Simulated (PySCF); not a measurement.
F$_{6}$Zr (SMILES [F][Zr-2]([F])([F])([F])([F])[F]), charge -2, singlet, at a GFN2-xTB geometry (such geometries of metal compounds can be far from the true shape) (core potentials on Zr); DF-M062X/def2-SVP in PySCF.

Input for PySCF:
```python
from pyscf import gto, scf, dft

mol = gto.M(
    atom='''
Zr    0.00000000   -0.00000000   -0.00000000
F     1.22184299   -0.51618369   -1.47939569
F    -1.22184299    0.51618369    1.47939569
F    -1.23887202    0.83032195   -1.31290482
F    -0.95929835   -1.72976223   -0.18875067
F     0.95929835    1.72976223    0.18875067
F     1.23887202   -0.83032195    1.31290482
''',
    basis='def2-svp',
    ecp={'Zr': 'def2-svp'},
    charge=-2,
    verbose=3,
)

mf = dft.RKS(mol)
mf.xc = 'm062x'
mf = mf.density_fit(auxbasis='def2-universal-jkfit')
mf.kernel()
mf.analyze()
```

**Question.** Write the output that PySCF gives for this input, abridged.

**Answer.** 
```
converged SCF energy = -645.774866366586
**** MO energy ****
MO #1   energy= -24.8106163524934  occ= 2
MO #2   energy= -24.8105637105489  occ= 2
MO #3   energy= -24.8104023945822  occ= 2
MO #4   energy= -24.810359318022   occ= 2
MO #5   energy= -24.8100703304725  occ= 2
MO #6   energy= -24.8100290584375  occ= 2
MO #7   energy= -1.88562797701754  occ= 2
MO #8   energy= -1.02296022631815  occ= 2
MO #9   energy= -1.02293441758796  occ= 2
MO #10  energy= -1.02289719102962  occ= 2
MO #11  energy= -0.847946018861993 occ= 2
MO #12  energy= -0.847805418569264 occ= 2
MO #13  energy= -0.847659495749722 occ= 2
MO #14  energy= -0.797894050133654 occ= 2
MO #15  energy= -0.79780634278667  occ= 2
MO #16  energy= -0.79769459760553  occ= 2
MO #17  energy= -0.1570873791523   occ= 2
MO #18  energy= -0.157013775714115 occ= 2
MO #19  energy= -0.13560604462656  occ= 2
MO #20  energy= -0.135500824896709 occ= 2
MO #21  energy= -0.135368613140075 occ= 2
MO #22  energy= -0.133885997806137 occ= 2
MO #23  energy= -0.0980077962241016 occ= 2
MO #24  energy= -0.0979455306055758 occ= 2
MO #25  energy= -0.0979173697843604 occ= 2
MO #26  energy= -0.0850659102722951 occ= 2
MO #27  energy= -0.084989554702923 occ= 2
MO #28  energy= -0.084927087209445 occ= 2
MO #29  energy= -0.0841333454112688 occ= 2
MO #30  energy= -0.0840858703604035 occ= 2
MO #31  energy= -0.0840022210442174 occ= 2
MO #32  energy= -0.0690702098543883 occ= 2
MO #33  energy= -0.0689625391215954 occ= 2
MO #34  energy= -0.0689186434090779 occ= 2
MO #35  energy= 0.329171252088168  occ= 0
MO #36  energy= 0.347976208214296  occ= 0
MO #37  energy= 0.347992183369785  occ= 0
MO #38  energy= 0.348001599329601  occ= 0
MO #39  energy= 0.436063107292686  occ= 0
MO #40  energy= 0.436068355769049  occ= 0
MO #41  energy= 0.436161796725816  occ= 0
MO #42  energy= 0.585341454424762  occ= 0

WARN: System has nonzero charge -2; the dipole moment is origin-dependent.
Location of origin: [0. 0. 0.]

Dipole moment(X, Y, Z, Debye): -0.00000,  0.00000,  0.00000
```
